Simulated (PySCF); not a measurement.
**Dipole response of Si⁺ (silicon, charge +1)**

[Ne] 3s2 3p1, 2P determinant. Computed with PySCF 2.14 in def2-QZVPPD, with no relativity, point nucleus. Coupled (time-dependent) response in atomic units; α is the mean over directions.

```json
{"method": "UHF", "mean α (bohr³)": "19.56", "α xx, yy, zz": "19.16, 20.35, 19.16", "C₆ (like pair)": "105.1", "S(−4)": "156.3"}
{"method": "PBE", "mean α (bohr³)": "19.12", "α xx, yy, zz": "18.46, 20.44, 18.46", "C₆ (like pair)": "101.0", "S(−4)": "150.8"}
{"method": "PBE0", "mean α (bohr³)": "19.09", "α xx, yy, zz": "18.55, 20.17, 18.55", "C₆ (like pair)": "101.1", "S(−4)": "148.6"}
{"method": "PBEsol", "mean α (bohr³)": "19.16", "α xx, yy, zz": "18.45, 20.58, 18.45", "C₆ (like pair)": "101.3", "S(−4)": "151.6"}
{"method": "PW91", "mean α (bohr³)": "19.07", "α xx, yy, zz": "18.39, 20.44, 18.39", "C₆ (like pair)": "100.5", "S(−4)": "150.6"}
```

S(−4) is the Cauchy moment in α(ω) = α(0) + S(−4) ω² + …

α(iu) at PW91:

```json
{"u (hartree)": "0", "α(iu) (bohr³)": "19.07"}
{"u (hartree)": "0.0500", "α(iu) (bohr³)": "18.71"}
{"u (hartree)": "0.100", "α(iu) (bohr³)": "17.69"}
{"u (hartree)": "0.200", "α(iu) (bohr³)": "14.57"}
{"u (hartree)": "0.300", "α(iu) (bohr³)": "11.32"}
{"u (hartree)": "0.500", "α(iu) (bohr³)": "6.714"}
{"u (hartree)": "0.750", "α(iu) (bohr³)": "3.829"}
{"u (hartree)": "1.00", "α(iu) (bohr³)": "2.447"}
{"u (hartree)": "1.50", "α(iu) (bohr³)": "1.270"}
{"u (hartree)": "2.00", "α(iu) (bohr³)": "0.8025"}
{"u (hartree)": "3.00", "α(iu) (bohr³)": "0.4335"}
{"u (hartree)": "5.00", "α(iu) (bohr³)": "0.2083"}
```

A single London oscillator, α(iu) = α/(1 + u²/ω²), gives C₆ = (3/4) ω α². Matching the computed C₆ needs ω = 4 × 100.5 / (3 × 19.07²) = 0.368 hartree.

For an ion, C₆ is the dispersion term alone; charge-induced terms of lower order in 1/R come first.

The components differ because the open shell of this determinant is not spherical; for a pure term their mean is the scalar polarisability.
